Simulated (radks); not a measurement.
Question: All-electron atom: the iodine ion I41+ in [Ne] 3s2. Method: Dirac Kohn-Sham, relativistic LDA (MacDonald-Vosko exchange, VWN5 correlation), spin-unpolarised, spherical densities, finite nucleus; Fermi nuclear charge, rms radius 4.75 fm; computed with a radial shooting solver on a logarithmic mesh with Libxc functionals.

Spin-orbit splittings of the eigenvalues, e(l+1/2) - e(l-1/2), with zeta = 2 splitting/(2l+1) and mean radii in bohr:

| shell | occ. | splitting (eV) | zeta (eV) | <r> j=l-1/2 | <r> j=l+1/2 |
|---|---|---|---|---|---|
| 2p | 6 | ? | ? | 0.09681 | 0.1022 |
| 3p | 0 | 79.53 | 53.02 | 0.2625 | 0.2704 |

Estimate the 2p splitting.

Answer: 307.1 eV (zeta = 204.7 eV).
